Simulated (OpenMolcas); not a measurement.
Mo5+ (d1) among equal point charges was computed by CASSCF with the d shell active (OpenMolcas, ANO-RCC-VTZP on the metal). Its lowest spin-free states, and all those of the highest spin:

```
2S+1  Degeneracy  E (cm-1)
   2           1       0.0
   2           2      1101
   2           2      7571
```

**Question.** Is the site octahedral, tetrahedral or cube-like, axial, or of lower symmetry?

**Answer.** The states with 2S+1 = 2 have orbital degeneracies 1, 2, 2. There are pairs but no triples, so the site is axial: not cubic, but with a proper or improper axis of order three or more. The run had Mo5+ among 3 point charges of -1.3 e arranged as a planar triangle (D3h), 2.19 Å from the ion.

Spin-orbit coupling mixes the spin-free states strongly: the lowest level takes only 62 % from its leading state, 2A1. This is an electrostatic model: the charges have no orbitals. No measured value stands beside these numbers.
